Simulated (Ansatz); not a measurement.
Reaction (redistribution): `NB(Cl)Br` + `C[SiH2][O][GeH3]` → `NB(Cl)[O][GeH3]` + `C[SiH2]Br`

Gas-phase electronic energies from Ansatz, PBE0-D4/def2-TZVP geometries. CCSD(T)/CBS is the MP2 limit (def2-TZVPP, def2-QZVPP) plus CCSD(T) − MP2 in def2-TZVPP, frozen cores. Functionals use def2-TZVPP. B3LYP here is the variant with VWN-RPA as its local correlation; programs differ in this. HSE06 is defined as in plane-wave codes. For Br, Ge outer-core shells are correlated without core-valence functions, which leaves a few kJ/mol of doubt a bond. Scalar relativity is left out up to krypton. One conformer a species, not always the lowest.

```json
{"level": "HSE06-D4", "ΔE (kJ/mol)": "-38.9"}
{"level": "B3LYP", "ΔE (kJ/mol)": "-36.3"}
{"level": "CAM-B3LYP", "ΔE (kJ/mol)": "-36.4"}
{"level": "CCSD/def2-SVP", "ΔE (kJ/mol)": "-40.2"}
```

Q: What does CCSD(T)/CBS give? (An estimate is asked.)

A: The calculation gave: -34.2 kJ/mol. The listed levels differ from it by -4.7, -2.1, -2.2, -6.0 kJ/mol.

Largest T1 diagnostic among the species: 0.012.

Leaving LDA and LC-ωPBE aside and taking each functional with its dispersion term where it has one, the values, not all of them listed here, spread over 5.3 kJ/mol, from HSE06-D4 to B2PLYP. At CCSD(T), def2-SVP lies −4.9 kJ/mol from the extrapolated value and def2-TZVPP +2.0 kJ/mol.
